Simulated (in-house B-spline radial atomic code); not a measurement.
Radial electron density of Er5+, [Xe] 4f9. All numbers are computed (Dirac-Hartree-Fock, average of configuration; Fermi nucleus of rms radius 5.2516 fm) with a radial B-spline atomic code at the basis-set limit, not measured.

Columns: r (bohr), 4πr²n(r) (electrons per bohr), bar.

```
0.000671    2.816 #
0.000825    3.953 #
 0.00101    5.482 ##
 0.00125    7.688 ###
 0.00153    10.52 ####
 0.00188    14.35 #####
 0.00231    19.35 #######
 0.00285     25.9 #########
  0.0035    33.87 ############
  0.0043    43.45 ################
 0.00528    54.34 ####################
 0.00649    66.03 ########################
 0.00798    77.42 ############################
 0.00981    86.93 ###############################
  0.0121    92.98 ##################################
  0.0148     94.2 ##################################
  0.0182    91.02 #################################
  0.0224    85.81 ###############################
  0.0275    83.19 ##############################
  0.0338    87.66 ################################
  0.0416    100.3 ####################################
  0.0511    115.1 ##########################################
  0.0628      122 ############################################
  0.0772    114.5 #########################################
  0.0949    99.33 ####################################
   0.117    92.87 ##################################
   0.143    101.6 #####################################
   0.176    109.7 ########################################
   0.217    95.12 ##################################
   0.266    65.78 ########################
   0.327    49.59 ##################
   0.402    54.99 ####################
   0.494    59.08 #####################
   0.608    46.85 #################
   0.747     29.1 ##########
   0.918    18.12 #######
    1.13    13.02 #####
    1.39    8.674 ###
     1.7     4.38 ##
     2.1    1.408 #
    2.58   0.2839 
    3.17  0.03177 
    3.89 0.001777 
    4.78 4.093e-05
```

On this grid the curve has 4 maxima, near 0.0148, 0.0628, 0.176, 0.494 bohr.

The 5p1/2 radial function P(r) = rR(r), positive near the nucleus, with its small component Q(r) (sign convention: Q ≈ (P' + κP/r)/2c):

```
r (bohr)         P          Q
0.000294  0.001128    0.00403
0.000444  0.001734   0.005735
0.000671  0.002672   0.008127
 0.00101  0.004163    0.01141
 0.00153  0.006684    0.01596
 0.00231   0.01099    0.02197
  0.0035   0.01865    0.02973
 0.00528    0.0321    0.03888
 0.00798   0.05562    0.04854
  0.0121   0.09492    0.05616
  0.0182    0.1517    0.05703
  0.0275    0.2175    0.04545
  0.0416    0.2485    0.01841
  0.0628    0.1599   -0.01534
  0.0949  -0.09972   -0.03267
   0.143   -0.3477   -0.01513
   0.217   -0.1636    0.01658
   0.327    0.4041    0.01733
   0.494    0.4121  -0.006534
   0.747   -0.4573   -0.01354
    1.13    -1.034    -0.0039
     1.7   -0.6946   0.001607
    2.58    -0.174  0.0009075
    3.89  -0.01256  8.659e-05
```
